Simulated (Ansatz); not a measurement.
Start from `[OH][Hf]([OH])([Br])[Br]` and change one atom or group to get `[OH][Hf]([OH])([Cl])[Br]`.

Ansatz, PBE0-D4/def2-TZVP geometries, multiplicity 1. Each molecule was computed in one conformer, which needn't be the lowest.

Elements past krypton have def2 core potentials. Scalar relativity is left out up to krypton. Spin–orbit coupling is left out; it splits and shifts lone-pair levels of the heavy atoms by tenths of an eV.

| property | `[OH][Hf]([OH])([Br])[Br]` |
| --- | --- |
| ideal-gas entropy at 298 K and 1 bar (rigid rotor, harmonic PBE0-D4/def2-TZVP) / J/(mol·K) | 421 |
| LUMO energy (B3LYP/def2-TZVPP) / eV | -1.24 |
| LUMO energy (ωB97M-V/def2-TZVPP) / eV | 0.89 |
| HOMO–LUMO gap (PBE/def2-TZVPP) / eV | 5.18 |
| size of the dipole moment (PBE/def2-TZVPP) / D | 3.89 |
| HOMO–LUMO gap (PBE0/def2-TZVPP) / eV | 7.24 |

Problem. Give the same properties after the change, and the shifts. (Best estimate.)

Solution. Computed: 
| property | `[OH][Hf]([OH])([Cl])[Br]` | shift |
| --- | --- | --- |
| ideal-gas entropy at 298 K and 1 bar (rigid rotor, harmonic PBE0-D4/def2-TZVP) / J/(mol·K) | 416 | -5 |
| LUMO energy (B3LYP/def2-TZVPP) / eV | -1.09 | 0.15 |
| LUMO energy (ωB97M-V/def2-TZVPP) / eV | 0.90 | 0.01 |
| HOMO–LUMO gap (PBE/def2-TZVPP) / eV | 5.44 | 0.26 |
| size of the dipole moment (PBE/def2-TZVPP) / D | 3.85 | -0.04 |
| HOMO–LUMO gap (PBE0/def2-TZVPP) / eV | 7.57 | 0.33 |

With PBE0 the HOMO falls by 0.16 eV and the LUMO rises by 0.16 eV, so the gap widens by about 0.32 eV. PBE moves the HOMO by -0.12 eV and ωB97M-V by -0.19 eV. Dipoles are sizes alone; their direction can turn.

B3LYP here is the variant with VWN-RPA as its local correlation; programs differ in this.

Positive LUMOs are unbound, so they and the gaps depend on the basis.
